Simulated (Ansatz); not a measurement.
A structure drawn as `[Se]=C1CC1`, with this starting geometry:

```xyz
8

Se    2.481   -0.566    0.449
C     0.866   -0.317    0.121
C    -0.554   -0.537   -0.303
C    -0.293    0.745    0.146
H    -1.132   -1.189    0.384
H    -0.690   -0.641   -1.420
H    -0.117    1.543   -0.579
H    -0.561    0.961    1.203
```

Charge 0, multiplicity 1.

Question: Does it keep its bonds when Ansatz relaxes it at PBE-D4/def2-SVP and then PBE0-D4/def2-TZVP?

Answer: Yes, every drawn bond is still there and no new one forms.

Question: Give the relaxed structure. (Estimate.)

Answer: Computed: 
Z-matrix (Å, degrees):
```
C
C 1 1.457
C 1 1.526 2 58.4
H 1 1.086 2 118.0 3 -107.9
H 1 1.086 2 118.0 3 107.9
Se 2 1.734 1 148.4 3 -179.9
H 3 1.086 1 118.5 2 -107.1
H 3 1.086 1 118.5 2 107.1
```
All modes are real.

Atoms count as bonded under 1.1 times the sum of their covalent radii (H–H under 0.85 Å, pairs among N, O and F under 1.55 Å), and a drawn bond as lost past 1.3 times.
